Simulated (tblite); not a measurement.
Record of a relaxation.

Compound: C6H15GaSi.
SMILES with atom numbers: `[CH3:1][C@@H:2]1[GaH:3][CH2:4][CH2:5][C@@H:6]1[CH2:7][SiH3:8]` (hydrogens: H9, H10, H11 on C1; H12 on C2; H13 on Ga3; H14, H15 on C4; H16, H17 on C5; H18 on C6; H19, H20 on C7; H21, H22, H23 on Si8)

Computed with GFN2-xTB (tblite), gas phase: L-BFGS steps from a force-field or distance-geometry start until the largest atomic force falls under 0.01 eV/Å. 5 of its 167 geometries are shown.

Step 0: E = -634.3892 eV, largest atomic force 3.501 eV/Å
```
atom  x, y, z in Å  |  force x, y, z in eV/Å
C1      1.263    2.136   -0.241    0.292   1.432  -0.126
C2      1.216    0.708    0.210    0.590   1.074   0.813
Ga3     2.104   -0.850   -0.550    0.961  -1.530   0.333
C4      1.088   -1.841    1.090    3.061  -0.129  -1.695
C5     -0.149   -1.311    0.496   -2.092  -1.705   0.921
C6     -0.167    0.166    0.420   -0.653   1.597  -0.994
C7     -1.037    0.543   -0.783    0.077  -0.495  -0.323
Si8    -2.744   -0.144   -0.483   -1.503   0.161   0.012
H9      0.355    2.701    0.063    0.525  -0.251  -0.224
H10     1.417    2.243   -1.331   -0.262   0.030   0.457
H11     2.116    2.628    0.258   -0.226  -0.010  -0.337
H12     1.743    0.656    1.200   -0.302   0.167  -0.271
H13     3.372   -1.366   -1.388    0.161   0.107  -0.425
H14     1.531   -1.322    1.928   -0.598  -0.416   0.700
H15     1.238   -2.904    1.039   -0.352  -0.417   0.605
H16    -1.017   -1.657    1.101    0.121   0.080  -0.317
H17    -0.277   -1.743   -0.526   -0.099   0.085   0.431
H18    -0.615    0.641    1.296   -0.039  -0.154   0.240
H19    -0.637    0.011   -1.685    0.140   0.720   0.356
H20    -1.094    1.619   -0.943    0.208  -0.196  -0.186
H21    -2.832   -0.752    0.842   -0.219   0.025   0.024
H22    -3.171   -1.112   -1.496    0.097  -0.024   0.021
H23    -3.709    0.978   -0.505    0.112  -0.153  -0.016
```

Step 42: E = -635.5681 eV, largest atomic force 0.066 eV/Å
```
atom  x, y, z in Å  |  force x, y, z in eV/Å
C1      1.290    2.187   -0.315   -0.016  -0.015   0.004
C2      1.229    0.819    0.364    0.031  -0.014  -0.023
Ga3     2.328   -0.783   -0.316    0.014  -0.005  -0.013
C4      1.269   -2.000    0.938    0.004   0.007   0.002
C5     -0.113   -1.393    0.634   -0.009   0.044   0.011
C6     -0.172    0.166    0.477    0.002   0.043  -0.016
C7     -1.046    0.485   -0.734   -0.025   0.002  -0.029
Si8    -2.859   -0.085   -0.573   -0.014  -0.013  -0.006
H9      0.599    2.891    0.153   -0.013   0.019   0.013
H10     1.058    2.127   -1.377    0.001  -0.007  -0.024
H11     2.298    2.594   -0.223    0.007  -0.020   0.024
H12     1.581    0.959    1.400    0.042  -0.040   0.014
H13     3.376   -1.054   -1.519    0.017   0.023   0.007
H14     1.542   -1.811    1.983   -0.005  -0.001   0.007
H15     1.235   -3.082    0.798   -0.007  -0.003  -0.021
H16    -0.842   -1.689    1.389   -0.015  -0.018   0.062
H17    -0.448   -1.826   -0.316   -0.008  -0.013  -0.002
H18    -0.667    0.576    1.364    0.002   0.013   0.007
H19    -0.571    0.034   -1.615    0.000   0.012  -0.036
H20    -1.054    1.562   -0.905   -0.011   0.000   0.027
H21    -3.139   -0.591    0.771    0.008  -0.004   0.014
H22    -3.167   -1.126   -1.554    0.015  -0.031  -0.004
H23    -3.731    1.067   -0.814   -0.023   0.021  -0.021
```

Step 83: E = -635.6256 eV, largest atomic force 0.216 eV/Å
```
atom  x, y, z in Å  |  force x, y, z in eV/Å
C1      1.333    2.230   -0.227    0.013   0.067   0.020
C2      1.233    0.842    0.399   -0.091   0.063   0.051
Ga3     2.219   -0.736   -0.472    0.028  -0.049  -0.054
C4      1.135   -2.056    0.645   -0.065  -0.048   0.034
C5     -0.180   -1.275    0.876   -0.043  -0.209   0.036
C6     -0.190    0.258    0.533    0.011  -0.039   0.036
C7     -1.032    0.502   -0.721    0.107   0.019   0.046
Si8    -2.795   -0.224   -0.665    0.044   0.023  -0.040
H9      0.749    2.970    0.329   -0.001  -0.059  -0.011
H10     0.993    2.228   -1.263    0.055   0.026   0.035
H11     2.378    2.547   -0.214   -0.051   0.033  -0.028
H12     1.633    0.904    1.426    0.038  -0.005  -0.040
H13     3.436   -0.970   -1.531   -0.092   0.070   0.036
H14     1.652   -2.215    1.603   -0.044   0.014  -0.070
H15     0.934   -3.049    0.233   -0.055   0.050   0.054
H16    -0.516   -1.396    1.912    0.130   0.018  -0.084
H17    -0.950   -1.739    0.251    0.119   0.031   0.129
H18    -0.691    0.763    1.368   -0.022   0.024  -0.058
H19    -0.485    0.098   -1.588   -0.014  -0.030   0.026
H20    -1.116    1.578   -0.878    0.012   0.018  -0.033
H21    -3.310   -0.281    0.706    0.036   0.046  -0.031
H22    -2.772   -1.576   -1.225   -0.104  -0.057  -0.059
H23    -3.663    0.623   -1.486   -0.013  -0.008   0.004
```

Step 124: E = -635.9811 eV, largest atomic force 0.116 eV/Å
```
atom  x, y, z in Å  |  force x, y, z in eV/Å
C1      1.326    2.338   -0.050    0.004  -0.028  -0.038
C2      1.234    0.917    0.503    0.036  -0.023   0.015
Ga3     2.076   -0.676   -0.510    0.014   0.045   0.016
C4      0.784   -2.063    0.284   -0.040  -0.001   0.016
C5     -0.065   -1.123    1.162    0.033  -0.030  -0.022
C6     -0.181    0.306    0.585    0.006   0.067   0.043
C7     -0.888    0.311   -0.766    0.021   0.012   0.029
Si8    -2.639   -0.435   -0.763    0.039   0.032  -0.094
H9      0.683    3.031    0.501   -0.028  -0.090   0.008
H10     1.048    2.370   -1.102    0.016   0.055  -0.033
H11     2.352    2.699    0.041   -0.026  -0.029  -0.046
H12     1.622    0.941    1.532    0.010   0.001   0.056
H13     3.240   -0.798   -1.635   -0.017  -0.002   0.044
H14     1.215   -2.866    0.891   -0.025   0.042  -0.024
H15     0.161   -2.544   -0.478   -0.004   0.004   0.022
H16     0.397   -1.024    2.151   -0.008  -0.097  -0.054
H17    -1.075   -1.524    1.303    0.078   0.004   0.039
H18    -0.788    0.882    1.292   -0.051   0.071   0.008
H19    -0.254   -0.236   -1.490   -0.054   0.075   0.002
H20    -0.951    1.345   -1.119   -0.001  -0.092  -0.026
H21    -3.397    0.058    0.383   -0.007   0.053   0.103
H22    -2.605   -1.897   -0.713    0.004  -0.014  -0.050
H23    -3.302    0.016   -1.990    0.001  -0.056  -0.014
```

Step 166: E = -635.9990 eV, largest atomic force 0.006 eV/Å
```
atom  x, y, z in Å  |  force x, y, z in eV/Å
C1      1.319    2.312   -0.103    0.003  -0.002   0.000
C2      1.237    0.920    0.521    0.002  -0.005   0.000
Ga3     2.102   -0.683   -0.452   -0.002   0.004   0.003
C4      0.732   -2.057    0.218    0.005   0.004   0.001
C5     -0.059   -1.129    1.155   -0.005  -0.002   0.001
C6     -0.179    0.316    0.615   -0.001   0.000   0.000
C7     -0.901    0.350   -0.730    0.003   0.002  -0.001
Si8    -2.627   -0.449   -0.749    0.004   0.002   0.001
H9      0.660    3.011    0.417   -0.002   0.000  -0.003
H10     1.049    2.302   -1.159   -0.001  -0.002  -0.001
H11     2.340    2.689   -0.027    0.006  -0.001   0.002
H12     1.618    0.998    1.551   -0.002   0.001   0.002
H13     3.390   -0.816   -1.422   -0.002   0.002  -0.004
H14     1.117   -2.916    0.774   -0.002   0.003  -0.001
H15     0.085   -2.453   -0.571    0.000   0.003   0.000
H16     0.457   -1.075    2.120   -0.001  -0.001  -0.004
H17    -1.063   -1.520    1.342   -0.004  -0.001   0.003
H18    -0.778    0.887    1.336   -0.001   0.001  -0.002
H19    -0.258   -0.132   -1.486   -0.001  -0.002   0.003
H20    -1.008    1.391   -1.042   -0.001   0.001   0.001
H21    -3.373    0.000    0.429    0.001  -0.003  -0.003
H22    -2.554   -1.912   -0.761    0.003  -0.002   0.001
H23    -3.311   -0.007   -1.967   -0.004   0.000   0.002
```

**Question.** Summarise the path.

**Answer.** The energy falls by 1.6097 eV from step 0 to step 166; nine tenths of that is first reached at step 95. It falls at every step. The largest force goes from 3.501 to 0.006 eV/Å. Among the bonds C2–Ga3 changes most (a near tie, within 0.001 Å, with another), from 1.948 to 2.065 Å; the atoms move by 1.045 Å rms after alignment.

What follows is the cost of the whole relaxation. Hardware: one thread, Arm Neoverse N1 (aarch64), shared host. Cost: 2.8 s wall.
